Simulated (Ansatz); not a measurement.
Ansatz (a first-principles code) input (HF/3-21G): The .json file is the Basis Set Exchange's 3-21G.

Ansatz 0.2 input:
```yaml
crystal:
  periodic: [false, false, false]
  atoms:
    - {symbol: C, position_ang: [1.78678833, 0.34518013, 0.22219903]}
    - {symbol: Si, position_ang: [-0.03401723, -0.00741540, 0.00746328]}
    - {symbol: O, position_ang: [-0.11580834, -1.50617091, -0.83793996]}
    - {symbol: O, position_ang: [-0.87898515, 1.08183124, -0.90266559]}
    - {symbol: O, position_ang: [-0.75970466, -0.11146091, 1.47724084]}
    - {symbol: H, position_ang: [1.93837874, 1.31295180, 0.68763350]}
    - {symbol: H, position_ang: [2.30824832, 0.34361484, -0.72891846]}
    - {symbol: H, position_ang: [2.24704693, -0.40287342, 0.85838738]}
    - {symbol: H, position_ang: [-1.01369825, 1.11292363, -1.85064970]}
    - {symbol: H, position_ang: [-1.68847929, -0.04747720, 1.70278489]}
basis:
  gaussian:
    orbitals: 3-21G.json
hamiltonian:
  xc: {name: HF}
magnetization: {spin_polarized: true, initial_magnetization: 1}
phonons: {temperatures: {t_min: 298.15, t_max: 298.15, t_step: 100}}
```

Output:

```
Functional definition: HF
integrals: 0.01 GiB planned
668 factors; integrals over basis functions are off by at most 5.4e-4 eV
mean field: 0.24 GiB planned
mean field evaluation 1: about -14997.3918 eV, gradient 3.4e1 eV
mean field evaluation 2: about -14997.5724 eV, gradient 3.5e1 eV
mean field evaluation 4: about -15004.6228 eV, gradient 4.5e0 eV
mean field evaluation 8: about -15005.1500 eV, gradient 6.5e-1 eV
mean field evaluation 16: about -15005.2083 eV, gradient 1.3e-4 eV
mean field evaluation 32: about -15005.1573 eV, gradient 1.1e-1 eV
mean field evaluation 64: about -15005.0934 eV, gradient 4.4e-1 eV
mean field evaluation 96: about -15005.1256 eV, gradient 4.9e-1 eV
mean field evaluation 128: about -15005.2083 eV, gradient 2.3e-4 eV
mean field -15005.20833374 eV, -551.4312353696 hartree, gradient 5.8e-6 eV, S^2 0.753123; 3 other end points of the search recorded, 0 dependent functions left out
the calculation of the forces begins
reference -15005.20833374 eV, -551.4312353696 hartree; 25, 24 occupied and 34, 35 virtual orbitals, 668 factors
these checks for a lower state are left out or cut short: stability, starts, cluster_reference, orbital_swaps, neighbouring_geometries, increment
integrals: 0.01 GiB planned
668 factors; integrals over basis functions are off by at most 5.4e-4 eV
mean field: 0.24 GiB planned
mean field -15005.20818751 eV, -551.4312299957 hartree, gradient 3.5e-6 eV, S^2 0.753126; 0 other end points of the search recorded, 0 dependent functions left out
the calculation of the forces begins
reference -15005.20818751 eV, -551.4312299957 hartree; 25, 24 occupied and 34, 35 virtual orbitals, 668 factors
these checks for a lower state are left out or cut short: stability, starts, cluster_reference, orbital_swaps, neighbouring_geometries, increment
integrals: 0.01 GiB planned
668 factors; integrals over basis functions are off by at most 5.3e-4 eV
mean field: 0.24 GiB planned
mean field -15005.20818815 eV, -551.4312300192 hartree, gradient 3.5e-6 eV, S^2 0.753120; 0 other end points of the search recorded, 0 dependent functions left out
the calculation of the forces begins
reference -15005.20818815 eV, -551.4312300192 hartree; 25, 24 occupied and 34, 35 virtual orbitals, 668 factors
these checks for a lower state are left out or cut short: stability, starts, cluster_reference, orbital_swaps, neighbouring_geometries, increment
integrals: 0.01 GiB planned
668 factors; integrals over basis functions are off by at most 5.4e-4 eV
mean field: 0.24 GiB planned
mean field evaluation 160: about -15005.2081 eV, gradient 2.2e-3 eV
mean field -15005.20815974 eV, -551.4312289751 hartree, gradient 3.5e-6 eV, S^2 0.753122; 0 other end points of the search recorded, 0 dependent functions left out
the calculation of the forces begins
reference -15005.20815974 eV, -551.4312289751 hartree; 25, 24 occupied and 34, 35 virtual orbitals, 668 factors
these checks for a lower state are left out or cut short: stability, starts, cluster_reference, orbital_swaps, neighbouring_geometries, increment
integrals: 0.01 GiB planned
668 factors; integrals over basis functions are off by at most 5.4e-4 eV
mean field: 0.24 GiB planned
mean field -15005.20815777 eV, -551.4312289025 hartree, gradient 3.4e-6 eV, S^2 0.753124; 0 other end points of the search recorded, 0 dependent functions left out
the calculation of the forces begins
reference -15005.20815777 eV, -551.4312289025 hartree; 25, 24 occupied and 34, 35 virtual orbitals, 668 factors
these checks for a lower state are left out or cut short: stability, starts, cluster_reference, orbital_swaps, neighbouring_geometries, increment
integrals: 0.01 GiB planned
668 factors; integrals over basis functions are off by at most 5.3e-4 eV
mean field: 0.24 GiB planned
mean field -15005.20815755 eV, -551.4312288946 hartree, gradient 3.6e-6 eV, S^2 0.753123; 0 other end points of the search recorded, 0 dependent functions left out
the calculation of the forces begins
reference -15005.20815755 eV, -551.4312288946 hartree; 25, 24 occupied and 34, 35 virtual orbitals, 668 factors
these checks for a lower state are left out or cut short: stability, starts, cluster_reference, orbital_swaps, neighbouring_geometries, increment
integrals: 0.01 GiB planned
668 factors; integrals over basis functions are off by at most 5.4e-4 eV
mean field: 0.24 GiB planned
mean field evaluation 192: about -15005.2082 eV, gradient 3.4e-6 eV
mean field -15005.20815638 eV, -551.4312288517 hartree, gradient 3.4e-6 eV, S^2 0.753123; 0 other end points of the search recorded, 0 dependent functions left out
the calculation of the forces begins
reference -15005.20815638 eV, -551.4312288517 hartree; 25, 24 occupied and 34, 35 virtual orbitals, 668 factors
[...]
integrals: 0.01 GiB planned
668 factors; integrals over basis functions are off by at most 5.4e-4 eV
mean field: 0.24 GiB planned
mean field evaluation 576: about -15005.2083 eV, gradient 2.2e-6 eV
mean field -15005.20832796 eV, -551.4312351569 hartree, gradient 3.5e-6 eV, S^2 0.753123; 0 other end points of the search recorded, 0 dependent functions left out
the calculation of the forces begins
reference -15005.20832796 eV, -551.4312351569 hartree; 25, 24 occupied and 34, 35 virtual orbitals, 668 factors
these checks for a lower state are left out or cut short: stability, starts, cluster_reference, orbital_swaps, neighbouring_geometries, increment
integrals: 0.01 GiB planned
668 factors; integrals over basis functions are off by at most 5.4e-4 eV
mean field: 0.24 GiB planned
mean field -15005.20832654 eV, -551.4312351048 hartree, gradient 3.5e-6 eV, S^2 0.753123; 0 other end points of the search recorded, 0 dependent functions left out
the calculation of the forces begins
reference -15005.20832654 eV, -551.4312351048 hartree; 25, 24 occupied and 34, 35 virtual orbitals, 668 factors
these checks for a lower state are left out or cut short: stability, starts, cluster_reference, orbital_swaps, neighbouring_geometries, increment
integrals: 0.01 GiB planned
668 factors; integrals over basis functions are off by at most 5.4e-4 eV
mean field: 0.24 GiB planned
mean field -15005.20832904 eV, -551.4312351967 hartree, gradient 3.5e-6 eV, S^2 0.753123; 0 other end points of the search recorded, 0 dependent functions left out
the calculation of the forces begins
reference -15005.20832904 eV, -551.4312351967 hartree; 25, 24 occupied and 34, 35 virtual orbitals, 668 factors
these checks for a lower state are left out or cut short: stability, starts, cluster_reference, orbital_swaps, neighbouring_geometries, increment
integrals: 0.01 GiB planned
668 factors; integrals over basis functions are off by at most 5.4e-4 eV
mean field: 0.24 GiB planned
mean field -15005.20832920 eV, -551.4312352027 hartree, gradient 3.5e-6 eV, S^2 0.753123; 0 other end points of the search recorded, 0 dependent functions left out
the calculation of the forces begins
reference -15005.20832920 eV, -551.4312352027 hartree; 25, 24 occupied and 34, 35 virtual orbitals, 668 factors
these checks for a lower state are left out or cut short: stability, starts, cluster_reference, orbital_swaps, neighbouring_geometries, increment
integrals: 0.01 GiB planned
668 factors; integrals over basis functions are off by at most 5.4e-4 eV
mean field: 0.24 GiB planned
mean field evaluation 608: about -15004.9132 eV, gradient 2.6e-3 eV
mean field -15005.20816184 eV, -551.4312290524 hartree, gradient 3.5e-6 eV, S^2 0.753123; 0 other end points of the search recorded, 0 dependent functions left out
the calculation of the forces begins
reference -15005.20816184 eV, -551.4312290524 hartree; 25, 24 occupied and 34, 35 virtual orbitals, 668 factors
these checks for a lower state are left out or cut short: stability, starts, cluster_reference, orbital_swaps, neighbouring_geometries, increment
integrals: 0.01 GiB planned
668 factors; integrals over basis functions are off by at most 5.4e-4 eV
mean field: 0.24 GiB planned
mean field -15005.20816425 eV, -551.4312291410 hartree, gradient 3.5e-6 eV, S^2 0.753123; 0 other end points of the search recorded, 0 dependent functions left out
the calculation of the forces begins
reference -15005.20816425 eV, -551.4312291410 hartree; 25, 24 occupied and 34, 35 virtual orbitals, 668 factors
these checks for a lower state are left out or cut short: stability, starts, cluster_reference, orbital_swaps, neighbouring_geometries, increment
integrals: 0.01 GiB planned
668 factors; integrals over basis functions are off by at most 5.4e-4 eV
mean field: 0.24 GiB planned
mean field -15005.20816996 eV, -551.4312293506 hartree, gradient 3.5e-6 eV, S^2 0.753123; 0 other end points of the search recorded, 0 dependent functions left out
the calculation of the forces begins
reference -15005.20816996 eV, -551.4312293506 hartree; 25, 24 occupied and 34, 35 virtual orbitals, 668 factors
these checks for a lower state are left out or cut short: stability, starts, cluster_reference, orbital_swaps, neighbouring_geometries, increment
integrals: 0.01 GiB planned
668 factors; integrals over basis functions are off by at most 5.4e-4 eV
mean field: 0.24 GiB planned
mean field evaluation 640: about -15005.2082 eV, gradient 1.6e-4 eV
mean field -15005.20817164 eV, -551.4312294123 hartree, gradient 3.5e-6 eV, S^2 0.753123; 0 other end points of the search recorded, 0 dependent functions left out
the calculation of the forces begins
reference -15005.20817164 eV, -551.4312294123 hartree; 25, 24 occupied and 34, 35 virtual orbitals, 668 factors
these checks for a lower state are left out or cut short: stability, starts, cluster_reference, orbital_swaps, neighbouring_geometries, increment
integrals: 0.01 GiB planned
668 factors; integrals over basis functions are off by at most 5.4e-4 eV
mean field: 0.24 GiB planned
mean field -15005.20833210 eV, -551.4312353091 hartree, gradient 3.5e-6 eV, S^2 0.753123; 0 other end points of the search recorded, 0 dependent functions left out
the calculation of the forces begins
reference -15005.20833210 eV, -551.4312353091 hartree; 25, 24 occupied and 34, 35 virtual orbitals, 668 factors
these checks for a lower state are left out or cut short: stability, starts, cluster_reference, orbital_swaps, neighbouring_geometries, increment
integrals: 0.01 GiB planned
668 factors; integrals over basis functions are off by at most 5.4e-4 eV
mean field: 0.24 GiB planned
mean field -15005.20833230 eV, -551.4312353165 hartree, gradient 3.5e-6 eV, S^2 0.753123; 0 other end points of the search recorded, 0 dependent functions left out
the calculation of the forces begins
reference -15005.20833230 eV, -551.4312353165 hartree; 25, 24 occupied and 34, 35 virtual orbitals, 668 factors
these checks for a lower state are left out or cut short: stability, starts, cluster_reference, orbital_swaps, neighbouring_geometries, increment
integrals: 0.01 GiB planned
668 factors; integrals over basis functions are off by at most 5.4e-4 eV
mean field: 0.24 GiB planned
mean field -15005.20831577 eV, -551.4312347089 hartree, gradient 3.5e-6 eV, S^2 0.753123; 0 other end points of the search recorded, 0 dependent functions left out
the calculation of the forces begins
reference -15005.20831577 eV, -551.4312347089 hartree; 25, 24 occupied and 34, 35 virtual orbitals, 668 factors
these checks for a lower state are left out or cut short: stability, starts, cluster_reference, orbital_swaps, neighbouring_geometries, increment
integrals: 0.01 GiB planned
668 factors; integrals over basis functions are off by at most 5.4e-4 eV
mean field: 0.24 GiB planned
mean field evaluation 672: about -15005.2052 eV, gradient 9.2e-1 eV
mean field -15005.20831479 eV, -551.4312346730 hartree, gradient 3.5e-6 eV, S^2 0.753123; 0 other end points of the search recorded, 0 dependent functions left out
the calculation of the forces begins
reference -15005.20831479 eV, -551.4312346730 hartree; 25, 24 occupied and 34, 35 virtual orbitals, 668 factors
Total energy: -15005.20833374 eV, -551.4312353696 hartree
Atom 0 at     1.786788     0.345180     0.222199 Å, force    -0.000255     0.000506     0.000102 eV/Å
Atom 1 at    -0.034017    -0.007415     0.007463 Å, force     0.001284     0.001115     0.001550 eV/Å
Atom 2 at    -0.115808    -1.506171    -0.837940 Å, force    -0.000471    -0.001741    -0.000847 eV/Å
Atom 3 at    -0.878985     1.081831    -0.902666 Å, force    -0.000446     0.000584    -0.000184 eV/Å
Atom 4 at    -0.759705    -0.111461     1.477241 Å, force     0.000482     0.000006    -0.000622 eV/Å
Atom 5 at     1.938379     1.312952     0.687634 Å, force    -0.000601    -0.000054     0.000097 eV/Å
Atom 6 at     2.308248     0.343615    -0.728918 Å, force     0.000028    -0.000226    -0.000217 eV/Å
Atom 7 at     2.247047    -0.402873     0.858387 Å, force    -0.000284    -0.000133     0.000009 eV/Å
Atom 8 at    -1.013698     1.112924    -1.850650 Å, force     0.000260    -0.000027    -0.000114 eV/Å
Atom 9 at    -1.688479    -0.047477     1.702785 Å, force     0.000004    -0.000030     0.000226 eV/Å
Dipole moment:    -0.070960     0.290519    -0.197263 e Å
Vibrations: 114.31 166.09 192.18 218.67 257.67 306.06 366.34 397.61 695.80 739.73 749.99 878.53 931.55 984.51 1056.56 1117.10 1510.23 1625.85 1629.49 3201.97 3271.33 3274.46 4014.42 4016.61 cm⁻¹, zero-point energy 1.966208 eV
```

The blocks after the first are displaced geometries, from whose forces the wavenumbers follow.
